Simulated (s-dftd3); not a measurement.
O3Re, charge +1, singlet, geometry from GFN2-xTB (such geometries of metal compounds can be far from the true shape) (the multiplicity is a formal guess); s-dftd3 with D3(zero) for revpbe.

The s-dftd3 input:
```
$ s-dftd3 mol.xyz --zero revpbe --json dftd3.json --noedisp --grad

# file mol.xyz
4

Re     0.09410804    -0.07891784    -0.12125114
O     -1.30913754    -0.85427840     0.30762000
O     -0.42814776     1.44831601    -0.50727999
O      0.85502242     0.14581715     1.33638946
```

It wrote (shortened):

```
-----------------------------------
 s i m p l e   D F T - D 3  v1.4.0
-----------------------------------

Zero (Chai-Head-Gordon) damping: revpbe-D3(0)
--------------------
  s6         1.0000
  s8         1.0100
  s9         0.0000
 rs6         0.9230
 rs8         1.0000
 alp        14.0000
--------------------

Dispersion energy:      -1.9658275476481E-03 Eh

Gradient norm:           8.1244792960386E-04 Eh/a0
--------------------------------------------------
     #    Z           dE/dx      dE/dy      dE/dz
--------------------------------------------------
     1   75 Re   -1.130E-05  9.475E-06  1.456E-05
     2    8 O     3.212E-04  3.412E-04  1.744E-05
     3    8 O     4.569E-05 -3.790E-04  2.723E-04
     4    8 O    -3.556E-04  2.837E-05 -3.043E-04
--------------------------------------------------

Virial:
--------------------------------------------------
      component           x          y          z
--------------------------------------------------
          x      -1.408E-03 -4.898E-04 -7.526E-04
          y      -4.898E-04 -1.582E-03  6.311E-04
          z      -7.526E-04  6.311E-04 -1.023E-03
--------------------------------------------------

[Info] JSON dump of results written to 'dftd3.json'
```
